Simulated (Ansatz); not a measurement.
One change: `B[SiH](O)C=O` becomes `O=C[SiH](O)CO`.

Ansatz, PBE0-D4/def2-TZVP geometries, multiplicity 1. Each molecule was computed in one conformer, which needn't be the lowest.

```csv
property,`B[SiH](O)C=O`
HOMO energy (ωB97M-V/def2-TZVPP) / eV,-9.49
HOMO energy (PBE/def2-TZVPP) / eV,-5.93
LUMO energy (PBE/def2-TZVPP) / eV,-3.76
HOMO energy (PBE0/def2-TZVPP) / eV,-7.25
LUMO energy (B3LYP/def2-TZVPP) / eV,-3.04
LUMO energy (PBE0/def2-TZVPP) / eV,-2.83
```

Task: Give the same properties after the change, and the shifts. (Best estimate.)

Result: Computed: 
```json
{"property": "HOMO energy (ωB97M-V/def2-TZVPP) / eV", "`O=C[SiH](O)CO`": "-9.56", "shift": "-0.07"}
{"property": "HOMO energy (PBE/def2-TZVPP) / eV", "`O=C[SiH](O)CO`": "-5.77", "shift": "0.16"}
{"property": "LUMO energy (PBE/def2-TZVPP) / eV", "`O=C[SiH](O)CO`": "-2.94", "shift": "0.82"}
{"property": "HOMO energy (PBE0/def2-TZVPP) / eV", "`O=C[SiH](O)CO`": "-7.25", "shift": "0.00"}
{"property": "LUMO energy (B3LYP/def2-TZVPP) / eV", "`O=C[SiH](O)CO`": "-2.06", "shift": "0.98"}
{"property": "LUMO energy (PBE0/def2-TZVPP) / eV", "`O=C[SiH](O)CO`": "-1.79", "shift": "1.04"}
```

B3LYP here is the variant with VWN-RPA as its local correlation; programs differ in this.
